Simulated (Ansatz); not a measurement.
Reaction (SMILES): [F][Ge]([F])([F])[Br] -> [F][Ge]([F])[F] + Br atom (the Br-Ge bond at the site shown breaks; other sites are not compared here)
Structures are relaxed separately at B3LYP-D3(BJ)/def2-TZVP in Ansatz (a quantum-chemistry and plane-wave program).
Geometry of the first species:
SMILES: [F][Ge]([F])([F])[Br]
```xyz
5

F     -1.3656    -0.7238    -1.3445
Ge    -0.6569     0.0243     0.0223
F     -1.2303     1.6365     0.0681
F     -1.2740    -0.7694     1.4076
Br     1.5957    -0.0591    -0.0541
```

Quantity: bond dissociation energy (electronic energy difference), in kcal/mol. Valence correlation only, unless marked. Open shells are spin-unrestricted. No spin-orbit coupling. The frozen core is the preceding noble-gas configuration, with the filled d and f shells of earlier blocks. Non-relativistic. CBS marks a two-point X^-3 extrapolation of the correlation energy; Hartree-Fock from the larger set. The bracket is a focal-point correction in the basis named.

```
level                                                     program  bond dissociation energy (kcal/mol)
-------------------------------------------------  --------------  -----------------------------------
BLYP-D3(BJ)/def2-TZVPD                             Ansatz + dftd3                                 77.2
BLYP/def2-TZVPD                                            Ansatz                                 74.3
PBE0-D3(BJ)/def2-TZVP                              Ansatz + dftd3                                    …
PBE0-D3(BJ)/def2-TZVPD                             Ansatz + dftd3                                 84.8
r2SCANh-D4/def2-TZVPD                              Ansatz + dftd4                                 84.9
B2GP-PLYP-D3(BJ)/def2-TZVPD                        Ansatz + dftd3                                 85.4
PBE-QIDH/def2-TZVPD                                        Ansatz                                 87.2
SCS-MP2/6-31G*                                             Ansatz                                 82.9
CCSD/6-31G                                                 Ansatz                                    …
RI-MP2/CBS(cc-pVTZ,cc-pVQZ)+[CCSD(T)-MP2]/cc-pVTZ          Ansatz                                    …
```

### Question
Fill in the missing entries.

### Answer

- PBE0-D3(BJ)/def2-TZVP, bond dissociation energy (kcal/mol): 85.1
- CCSD/6-31G, bond dissociation energy (kcal/mol): 59.8
- RI-MP2/CBS(cc-pVTZ,cc-pVQZ)+[CCSD(T)-MP2]/cc-pVTZ, bond dissociation energy (kcal/mol): 88.4
